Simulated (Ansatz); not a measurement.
Reaction (cleavage of the Si–Si bond): `CO[SiH2][SiH2]O` + `S[SiH2]Cl` → `CO[SiH2]S[SiH2]Cl` + silanol

Gas-phase electronic energies from Ansatz, PBE0-D4/def2-TZVP geometries. CBS: MP2 limit from def2 TZ/QZ plus the TZ coupled-cluster correction, frozen cores. Functionals use def2-TZVPP. Each species was taken in one conformer, which may not be the lowest.

```csv
level,ΔE (kJ/mol)
r2SCAN-D4,-85.9
MP2/def2-TZVPP,-99.8
SCS-MP2/def2-TZVPP,-94.6
HF/CBS(def2),-83.9
```

(1) What does CCSD(T)/CBS give? (Estimate.)

Largest T1 diagnostic among the species: 0.012.

Results:

(1) Ansatz gave: -89.5 kJ/mol. The listed levels differ from it by 3.6, -10.3, -5.1, 5.6 kJ/mol.

The D4 term adds −13.6 kJ/mol with B3LYP and −7.8 kJ/mol with PBE0; it sums over pairs of atoms, weighted by their polarisabilities, and B3LYP, whose exchange is more repulsive, gets the larger term. In def2-TZVPP, CCSD(T) changes the Hartree–Fock value by −3.3 kJ/mol (the triples alone add −2.3 kJ/mol) and MP2 by −15.9 kJ/mol. From PBE to PBE0 (25 % exact exchange), in def2-TZVPP and without D4, ΔE moves by −6.0 kJ/mol.

B3LYP here is the variant with VWN-RPA as its local correlation; programs differ in this.
